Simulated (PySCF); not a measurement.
Compound: 4-vinylpyridine, C₇H₇N.
SMILES with atom numbers: `[CH2:1]=[CH:2][c:3]1[cH:4][cH:5][n:6][cH:7][cH:8]1` (hydrogens: H9, H10 on C1; H11 on C2; H12 on C4; H13 on C5; H14 on C7; H15 on C8)

Computed geometry: GFN2-xTB, gas phase.

Problem. List the bond lengths, angles and torsions at this level.

Solution. 
| bond | length (pm) |
| --- | --- |
| C1=C2 | 132.7 |
| C2–C3 | 145.8 |
| C3–C4, C3–C8 | 139.7 |
| C4–C5, C7–C8 | 138.4 |
| C5–N6, N6–C7 | 132.3 |
| C1–H9 | 107.6 |
| C1–H10 | 107.6 |
| C2–H11 | 108.3 |
| C4–H12, C8–H15 | 107.9 |
| C5–H13, C7–H14 | 108.3 |

Bonds in one row agree within 1 pm and their mean is given. A selection of angles:
| angle | degrees |
| --- | --- |
| C2–C1–H9 | 121.3 |
| C2–C1–H10 | 122.8 |
| H9–C1–H10 | 115.9 |
| C1–C2–C3 | 126.3 |
| C1–C2–H11 | 119.2 |
| C3–C2–H11 | 114.4 |
| C2–C3–C4 | 123.8 |
| C2–C3–C8 | 119.4 |
| C4–C3–C8 | 116.8 |
| C3–C4–C5 | 119.0 |
| C3–C4–H12 | 121.2 |
| C5–C4–H12 | 119.8 |
| C4–C5–N6 | 123.8 |
| C4–C5–H13 | 120.8 |
| N6–C5–H13 | 115.4 |
| C5–N6–C7 | 117.5 |
| C3–C8–H15 | 120.3 |

Dihedral angles: C1–C2–C3–C4 0° (synperiplanar).

The 6-membered ring C3–C4–C5–N6–C7–C8 has internal angles of 116.8° to 123.8°; it is planar, 0.00 Å rms from its mean plane, widest ring torsion 0°. The 8 heavy atoms lie in one plane (0.000 Å rms). Of the pairs four or more bonds apart, H10···H12 is among the closest relative to their van der Waals radii: 2.18 Å, 91 % of the sum of Bondi's values. The 6 C–C bonds span 1.327 Å (C1=C2, drawn double) to 1.458 Å (C2–C3, drawn single), a spread of 0.131 Å.

Point group: Cs (every atom within 0.08 Å of its image). Not checked by GFN2-xTB frequencies. The numbers are those of one conformer.
